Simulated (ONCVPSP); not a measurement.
# lanthanum (La), ONCV: configuration errors across variants

ONCVPSP 4.0.1 input, shortened (lines: element, Z, core and valence counts, functional; n l f; lmax; l rc ep ncon nbas qcut; lloc lpopt rc5 dvloc0; l nproj debl; icmod fcfact rcfact), PBE, scalar-relativistic:

```
  La 57.00    9    4        4      upf
    1    0    2.00
    2    0    2.00
    2    1    6.00
    3    0    2.00
    3    1    6.00
    3    2   10.00
    4    0    2.00
    4    1    6.00
    4    2   10.00
    5    0    2.00
    5    1    6.00
    5    2    1.00
    6    0    2.00
    3
    0    2.55    0.00    4    7    4.80
    1    1.95    0.00    4    7    4.90
    2    2.75    0.00    3    6    3.90
    3    2.10    0.26    3    8    5.30
    4    5    1.55    6.00
    0    2    3.70
    1    2    1.60
    2    3    1.20
    3    2    3.90
    2    0.60    1.20
```

In the f channel the program set the typed energies aside and used -0.160, 3.740 Ha.

All-electron excitation energies from the reference (eV): (1) 5s2 5p6 5d1 6s1 5.966; (2) 5s2 5p6 5d1 6s0 16.854; (3) 5s2 5p6 5d0 6s0 35.804; (4) 5s2 5p6 5d1.5 6s1.5 0.348.

1 further variants failed, have other tests or too few solved ones, and are left out.

Errors AE − PS in meV (a dash: test not solved or not reliable):

| change | (1) | (2) | (3) | (4) | bound ghosts | GHOST(+) flags above zero |
| --- | --- | --- | --- | --- | --- | --- |
| base | -1.7 | -7.4 | +1.5 | -2.2 | none | none |
| s: qcut 3.9; p: qcut 4; d: qcut 3.2; f: qcut 4.3 | -2.0 | -9.8 | +7.5 | -1.9 | none | none |
| s: qcut 4.3; p: qcut 4.3; d: qcut 3.5; f: qcut 4.7 | -1.9 | -8.5 | +4.5 | -2.1 | none | none |
| s: qcut 5.1; p: qcut 5.2; d: qcut 4.2; f: qcut 5.7 | -1.6 | -6.9 | +0.4 | -2.2 | none | s |
| s: qcut 5.8; p: qcut 6; d: qcut 4.7; f: qcut 6.4 | -1.5 | -5.9 | -0.4 | -2.1 | none | none |
| s: qcut 6.2; p: qcut 6.4; d: qcut 5.1; f: qcut 6.9 | -1.4 | -5.1 | -0.3 | -2.0 | none | none |

**Question.** Give the same row for: s: qcut 3.1; p: qcut 3.1; d: qcut 2.5; f: qcut 3.4.

**Answer.** -2.4, -13, +19, -0.7; bound ghosts: none; GHOST(+) flags above zero: none.
